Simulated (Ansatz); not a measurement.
Calculation: frozen-core CCSD(T)/cc-pVTZ // PBE0-D3(BJ)/def2-TZVP run with Ansatz (an electronic-structure program).

Ansatz 0.2 input:
```yaml
crystal:
  periodic: [false, false, false]
  atoms:
    - { symbol: N, position_ang: [-1.052828, -0.082053, 0.000286] }
    - { symbol: Al, position_ang: [0.689613, 0.053903, -0.000293] }
    - { symbol: Br, position_ang: [1.951055, -1.792419, 0.14364] }
    - { symbol: Br, position_ang: [1.649752, 2.073315, -0.144955] }
    - { symbol: H, position_ang: [-1.683541, 0.700103, -0.060892] }
    - { symbol: H, position_ang: [-1.55405, -0.952849, 0.062215] }
basis:
  gaussian: { orbitals: cc-pVTZ }
correlation:
  method: ccsd_t
```

Output:

```
Functional definition: HF
1113 factors; integrals over basis functions are off by at most 1.3e-3 eV
mean field evaluation 1: about -148100.0857 eV, gradient 3.6e1 eV
mean field evaluation 2: about -148100.2384 eV, gradient 3.6e1 eV
mean field evaluation 4: about -148103.0457 eV, gradient 2.3e0 eV
mean field evaluation 8: about -148103.0827 eV, gradient 2.5e-1 eV
mean field evaluation 16: about -148100.0842 eV, gradient 3.6e1 eV
mean field -148103.08297626 eV, -5442.6879115022 hartree, gradient 8.1e-6 eV, S^2 0.000000; 0 other end points of the search recorded, 0 dependent functions left out
24 core orbitals not correlated
reference -148103.08297626 eV, -5442.6879115022 hartree; 22, 22 occupied and 132, 132 virtual orbitals, 1113 factors
second order -19.87199546 eV of doubles, -0.00000000 eV of singles
cycle   1  -20.13225374 eV  change   -2.6e-1 eV  update   8.0e-2
cycle   2  -20.54799449 eV  change   -4.2e-1 eV  update   2.2e-2
cycle   3  -20.60995866 eV  change   -6.2e-2 eV  update   1.1e-2
cycle   4  -20.59833322 eV  change    1.2e-2 eV  update   2.8e-3
cycle   5  -20.59908860 eV  change   -7.6e-4 eV  update   1.3e-3
cycle   6  -20.59918016 eV  change   -9.2e-5 eV  update   3.6e-4
cycle   7  -20.59898077 eV  change    2.0e-4 eV  update   1.4e-4
cycle   8  -20.59902791 eV  change   -4.7e-5 eV  update   4.1e-5
perturbative correction -0.79328779 eV, -0.0291527886 hartree
Total energy: -148124.47529196 eV, -5443.4740646040 hartree
```

Cost: roughly 2.4 core-minutes.
